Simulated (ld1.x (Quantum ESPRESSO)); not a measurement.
**What one change does to a pseudopotential (Cr, PAW)**

```
Element                 : Cr (Z = 24)
Generator               : ld1.x (Quantum ESPRESSO) 7.5
Type                    : PAW
Functional              : PBE
Relativity              : scalar-relativistic
Frozen core             : [Ar]
Valence charge          : 6
Reference configuration : 3d6 4s0 4p0
Partial waves           : 4s (bound, empty): rcut 1.95, rcutus 2.70 bohr; 4s channel at 4.35 Ry: rcut 1.95, rcutus 2.70 bohr; 4p (bound, empty): rcut 2.80, rcutus 3.25 bohr; 4p channel at 0.25 Ry: rcut 2.80, rcutus 3.25 bohr; 3d (bound): rcut 2.00, rcutus 2.20 bohr; 3d channel at 0.4 Ry: rcut 2.00, rcutus 2.20 bohr
Local potential         : all-electron potential smoothed inside 2.60 bohr (lloc = -2)
Core correction         : Bessel-smoothed model core, default radius (core density twice the valence density)
Augmentation charge     : BESSEL, radius 1.70 bohr
```

Change: all radii but the core radius scaled by about 1.16 (s 3.12, p 3.76, d 2.54 bohr, rcut 2.26/3.24/2.32); local potential all-electron potential smoothed inside 3.00 bohr (lloc = -2); augmentation BESSEL, radius 1.96 bohr.

Cutoffs: the cutoffs (Ry, on a coarse ladder) from which the occupation-weighted sum of valence levels, in a spherical-Bessel basis at the reference potential, stays within 10 and 1 mRy of its value at 400 Ry; they do not see the model core or the augmentation charge, which bear on the density cutoff. Errors are all-electron minus pseudo energies relative to the spin-unpolarised reference configuration.

Task: How do hardness, ghosts and transferability respond?

Result: The potential gets softer (18 Ry and 35 Ry → 15 Ry and 25 Ry); the number of tests that count goes from 7 to 6; the errors of the 6 common tests hardly move; neither file shows a bound ghost at the reference potential, the only one tested. A larger radius leaves more room for a smooth pseudo-wave, so fewer plane waves are needed.

```csv
quantity,base,changed
"cutoff, loose",18 Ry,15 Ry
"cutoff, tight",35 Ry,25 Ry
bound ghosts,none,none
"tests counted (converged, no solver errors)",7 of 7,6 of 7
"error for 3d5 4s1 4p0, meV [ΔE -1.73 eV]",-28,-31
"error for 3d5 4s0 4p0, meV [ΔE 5.17 eV]",-11,-12
"error for 3d4 4s0 4p0, meV [ΔE 21.22 eV]",-247,-263
"error for 3d5 4s0.5 4p0, meV [ΔE 0.97 eV]",-16,-17
"error for 3d3 4s0 4p0, meV [ΔE 51.97 eV]",-1394,-1489
"error for 3d4 4s1 4p0, meV [ΔE 6.26 eV]",-205,-218
lowest overlap eigenvalue by channel,"s 0.69, p 0.70, d 1.00","s 0.09, p 0.77, d 0.44"
```

Base: These tests converged, but a pseudo level misses the all-electron one widely, so the file describes the atom poorly there or has found another state: 3d2 4s0 4p0: 3d by 4.1 eV. Changed file: Tests not counted: 3d2 4s0 4p0 (solver errors, printed error -31.4 eV).
